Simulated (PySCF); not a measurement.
# Solvent effects on NMR parameters

Geometry:
```json
{"atom": "C1", "x (Å)": "2.309", "y (Å)": "1.035", "z (Å)": "-0.449"}
{"atom": "N2", "x (Å)": "1.438", "y (Å)": "0.257", "z (Å)": "-0.928"}
{"atom": "C3", "x (Å)": "1.032", "y (Å)": "-0.886", "z (Å)": "-0.151"}
{"atom": "C4", "x (Å)": "-0.480", "y (Å)": "-1.013", "z (Å)": "-0.012"}
{"atom": "C5", "x (Å)": "-1.295", "y (Å)": "-0.683", "z (Å)": "-1.285"}
{"atom": "C6", "x (Å)": "-1.575", "y (Å)": "0.723", "z (Å)": "-0.714"}
{"atom": "C7", "x (Å)": "-1.170", "y (Å)": "0.189", "z (Å)": "0.657"}
{"atom": "F8", "x (Å)": "-0.382", "y (Å)": "0.992", "z (Å)": "1.440"}
{"atom": "H9", "x (Å)": "2.638", "y (Å)": "1.908", "z (Å)": "-1.032"}
{"atom": "H10", "x (Å)": "2.769", "y (Å)": "0.893", "z (Å)": "0.549"}
{"atom": "H11", "x (Å)": "1.386", "y (Å)": "-1.783", "z (Å)": "-0.690"}
{"atom": "H12", "x (Å)": "1.495", "y (Å)": "-0.899", "z (Å)": "0.857"}
{"atom": "H13", "x (Å)": "-0.690", "y (Å)": "-1.986", "z (Å)": "0.460"}
{"atom": "H14", "x (Å)": "-2.200", "y (Å)": "-1.301", "z (Å)": "-1.373"}
{"atom": "H15", "x (Å)": "-0.739", "y (Å)": "-0.716", "z (Å)": "-2.232"}
{"atom": "H16", "x (Å)": "-0.822", "y (Å)": "1.439", "z (Å)": "-1.070"}
{"atom": "H17", "x (Å)": "-2.582", "y (Å)": "1.152", "z (Å)": "-0.823"}
{"atom": "H18", "x (Å)": "-2.037", "y (Å)": "-0.123", "z (Å)": "1.265"}
```

GIAO PBE0/pcSseg-1 in PySCF 2.14.0 with density-fitted response routines on one PBE0-D3(BJ)/def2-SVP conformer, non-relativistic, equivalent nuclei averaged. Solvents enter as an IEF-PCM continuum (acetone with ε = 20.5, acetonitrile with ε = 35.7) around the gas-phase geometry. Shifts are referred to TMS, CFCl3 computed in the same medium.

Gas phase, δ in ppm: C1 161.0, C7 88.0, C3 64.4, C4 43.5, C6 32.0, C5 16.2, F8 -197.5, H10 7.76, H9 7.41, H18 4.77, H11 3.93, H12 3.39, H13 2.44, H15 2.35. Dipole moment 1.03 D.

(1) How does each δ change in the continuum?

(2) Which nuclei move most (in ppm), and what does the model miss?

Results:

(1) 
```
atoms                         environment  Δδ, acetone  Δδ, acetonitrile
   C1                          C=N carbon         +4.6              +4.7
   C7                  sp3 CH bonded to F         +1.5              +1.6
   C3                 sp3 CH2 bonded to N         +0.7              +0.7
   C4                    sp3 CH in a ring         +1.0              +1.0
   C6                   sp3 CH2 in a ring         +0.8              +0.9
   C5                   sp3 CH2 in a ring         +0.5              +0.5
   F8           fluorine on an sp3 carbon         -3.7              -3.8
  H10            hydrogen on a C=N carbon        +0.14             +0.14
   H9            hydrogen on a C=N carbon        +0.12             +0.12
  H18   hydrogen on an sp3 CH bonded to F        +0.20             +0.21
  H11  hydrogen on an sp3 CH2 bonded to N        +0.07             +0.08
  H12  hydrogen on an sp3 CH2 bonded to N        +0.11             +0.12
  H13     hydrogen on an sp3 CH in a ring        +0.21             +0.22
  H15    hydrogen on an sp3 CH2 in a ring        -0.19             -0.20
```

Changes are relative to the gas phase. The dipole moment becomes 1.44 D in acetone, 1.46 D in acetonitrile.

(2) C1 (C=N carbon, +4.7 ppm) in acetonitrile. A continuum only polarises the solute; specific hydrogen bonds, the anisotropy of aromatic solvents and changes of geometry or conformer are outside it.
